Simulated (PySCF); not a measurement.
CdF2: breathing scan

Level of theory: PBE0/[Cd def2-TZVP with ECP28, F def2-TZVP], scalar-relativistic core potentials, density fitting, no spin–orbit coupling, PySCF.

Rigid scan from the singlet minimum (Cd–F 1.922 Å (×2); F–Cd–F 180.0°). Coordinate: all bonds to the central atom scaled together. Energies in kJ/mol from the minimum.

| scale of all bonds to the centre | E (kJ/mol) |
| --- | --- |
| 0.88 | 161.3 |
| 0.92 | 61.6 |
| 0.96 | 13.3 |
| 1.00 | 0.0 |
| 1.04 | 10.3 |
| 1.08 | 36.3 |
| 1.14 | 93.4 |
| 1.22 | 185.5 |
| 1.35 | 340.0 |

At long bonds a restricted determinant can lie too high, and another spin state can fall below this curve.
